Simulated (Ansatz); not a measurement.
System: N$_{2}$ (charge +1, doublet). 
Structure (B3LYP-D3(BJ)/def2-TZVP (Ansatz, a first-principles code) minimum search):
```xyz
2

N      0.0000     0.0000    -0.5521
N      0.0000     0.0000     0.5521
```
Charge +1, spin multiplicity 2.

Quantity: vertical electron affinity (to the singlet state of charge +0; a negative value means that the extra electron is unbound and the number depends on the basis; each state is the SCF solution reached for its spin; for the doublet the Hartree-Fock reference is unstable and T1 is 0.022), in eV. Correlated levels leave the core frozen unless marked. UHF or UKS for open shells. Spin-orbit coupling is left out. No relativistic terms.  The program attaches cautions to a run behind CCSD/aug-cc-pVDZ: large difference. The program attaches cautions to a run behind CCSD/def2-SVPD: large difference. The program attaches cautions to a run behind CCSD(T)/aug-cc-pVDZ: large difference.

| level | program | vertical electron affinity (eV) |
|---|---|---|
| SVWN5/def2-TZVPD | Ansatz | 15.61 |
| PBE/def2-TZVPD | Ansatz | 15.37 |
| r2SCAN/def2-TZVPD | Ansatz | 15.56 |
| B3LYP/def2-TZVPD | Ansatz | 15.82 |
| PBE0/def2-TZVPD | Ansatz | 15.73 |
| BHLYP/def2-TZVPD | Ansatz | 16.05 |
| CAM-B3LYP/def2-TZVPD | Ansatz | 15.99 |
| wB97M-V/def2-TZVPD | Ansatz | 15.95 |
| wB97X-V/def2-TZVPD | Ansatz | 15.90 |
| wB97X/def2-TZVPD | Ansatz | 15.89 |
| CCSD/aug-cc-pVDZ | Ansatz | 15.45 |
| CCSD/def2-SVPD | Ansatz | 15.50 |
| CCSD/aug-cc-pVTZ | Ansatz | 15.64 |
| CCSD/def2-TZVPPD | Ansatz | 15.60 |
| CCSD/aug-cc-pVQZ | Ansatz | 15.69 |
| CCSD/def2-QZVPPD | Ansatz | 15.68 |
| CCSD(T)/aug-cc-pVDZ | Ansatz | 15.34 |
| CCSD(T)/aug-cc-pVTZ | Ansatz | 15.52 |
| CCSD(T)/def2-TZVPPD | Ansatz | 15.48 |
| CCSD(T)/aug-cc-pVQZ | Ansatz | 15.57 |
